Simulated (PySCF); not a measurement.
Problem. What does the PBE0-D3(BJ)/def2-SVP structure of InChI=1S/C3H8O4SSi/c1-8(5,6)2-3(4)7-9/h2H2,1,9H3 look like in three dimensions?

Solution. 
Z-matrix in Å and degrees, rows numbered from 1:
```
C 
S   1  1.7795
O   2  1.4568  1  108.61
O   2  1.4598  1  108.36  3  -133.42
C   2  1.8152  1  104.06  3   113.50
C   5  1.5028  2  109.21  1    73.20
O   6  1.2082  5  123.33  2   -72.89
O   6  1.3226  5  113.40  2   104.54
Si  8  1.7266  6  117.71  5  -170.12
H   1  1.0972  2  108.88  3  -167.23
H   1  1.0971  2  108.80  3   -44.98
H   1  1.0983  2  104.90  3    73.39
H   5  1.0980  2  108.29  1   -48.93
H   5  1.0974  2  103.56  1  -166.63
H   9  1.4844  8  109.15  6    57.82
H   9  1.4859  8  109.76  6   -65.53
H   9  1.4841  8  102.67  6   176.47
```

The C–O distances run from 1.208 Å (C6=O7, drawn double) to 1.323 Å (C6–O8, drawn single), a spread of 0.115 Å. Si9 (oxygen-bound silicon) is distorted tetrahedral (angles from 102.7° to 112.2°). The C–S distances run from 1.780 Å (C1–S2, drawn single) to 1.815 Å (S2–C5, drawn single), a spread of 0.035 Å. S2 (sulfonyl sulfur) is distorted tetrahedral (angles from 104.1° to 121.2°).

Method: PBE0-D3(BJ)/def2-SVP geometry optimisation, gas phase (PySCF 2.14.0).

Point group: C1 (no symmetry element, even within 0.4 Å). PBE0-D3(BJ)/def2-SVP frequencies: not computed here. One conformer, not necessarily the lowest (C1–S2–C5–C6 73°, S2–C5–C6–O7 -73°, C5–C6–O8–Si9 -170°).

On Intel Xeon at 2.50 GHz, one thread, shared host with 64 logical CPUs at a one-minute load of 64, this took 8.1 min of wall time and 0.75 GiB of memory at its peak. This is the geometry optimisation.
